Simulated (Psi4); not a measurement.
C2H6Cl2Si, singlet, at a GFN2-xTB geometry. Base run: HF/6-31G in Psi4 1.11.

Input for Psi4:
```
memory 2 GB

molecule mol {
0 1
  C     1.394125   -1.534701   -0.233123
  Si   -0.022803   -0.299233    0.052260
  C    -1.598224   -1.143546    0.700870
  Cl    0.580086    1.101449    1.397209
  Cl   -0.447480    0.638645   -1.701110
  H     1.116935   -2.290885   -0.961479
  H     2.285294   -1.034511   -0.603397
  H     1.663628   -2.044661    0.686909
  H    -2.396331   -0.422537    0.857866
  H    -1.963340   -1.888237   -0.000041
  H    -1.416647   -1.642013    1.648346
}

set basis 6-31g
set reference rhf
set stability_analysis check
set scf_type pk

energy('scf')
print_variables()
```

The bond that is stretched is that between atoms 5 and 2. A test that says stable can miss a lower solution.

Each row names what was changed in the base input (with any setting that the change needs).

```json
[
 {"change": "base", "ΔE vs base (kcal/mol)": "0.000", "<S^2>": "0.000", "outcome": "converged"},
 {"change": "stability_analysis = follow; reference = uhf", "ΔE vs base (kcal/mol)": "0.000", "<S^2>": "0.000", "outcome": "converged"},
 {"change": "bond × 1.25", "ΔE vs base (kcal/mol)": "9.18", "<S^2>": "0.000", "outcome": "converged"},
 {"change": "stability_analysis = follow; reference = uhf; bond × 1.25", "ΔE vs base (kcal/mol)": "9.18", "<S^2>": "0.000", "outcome": "converged"},
 {"change": "bond × 1.5", "ΔE vs base (kcal/mol)": "41.57", "<S^2>": "0.000", "outcome": "converged"},
 {"change": "stability_analysis = follow; reference = uhf; bond × 1.5", "ΔE vs base (kcal/mol)": "41.42", "<S^2>": "0.142", "outcome": "converged"},
 {"change": "bond × 1.8", "ΔE vs base (kcal/mol)": "74.1", "<S^2>": "0.000", "outcome": "converged"},
 {"change": "stability_analysis = follow; reference = uhf; bond × 1.8", "ΔE vs base (kcal/mol)": "57.57", "<S^2>": "0.876", "outcome": "converged"},
 {"change": "bond × 2.2", "ΔE vs base (kcal/mol)": "103.0", "<S^2>": "0.000", "outcome": "converged"},
 {"change": "stability_analysis = follow; reference = uhf; bond × 2.2", "ΔE vs base (kcal/mol)": "60.75", "<S^2>": "0.991", "outcome": "converged"},
 {"change": "bond × 3.0", "ΔE vs base (kcal/mol)": "135.1", "<S^2>": "0.000", "outcome": "converged"},
 {"change": "stability_analysis = follow; reference = uhf; bond × 3.0", "ΔE vs base (kcal/mol)": "-", "<S^2>": "-", "outcome": "not converged"}
]
```

Psi4 reported an instability in these rows: stability_analysis = follow; reference = uhf; bond × 1.5; stability_analysis = follow; reference = uhf; bond × 1.8; stability_analysis = follow; reference = uhf; bond × 2.2; stability_analysis = follow; reference = uhf; bond × 3.0 (restricted rows aren't judged here).

Where a bond breaks into two radicals, a solution with restricted orbitals usually stops being the lowest and lies too high; an unrestricted one lies lower at the price of spin contamination, which <S^2> shows.
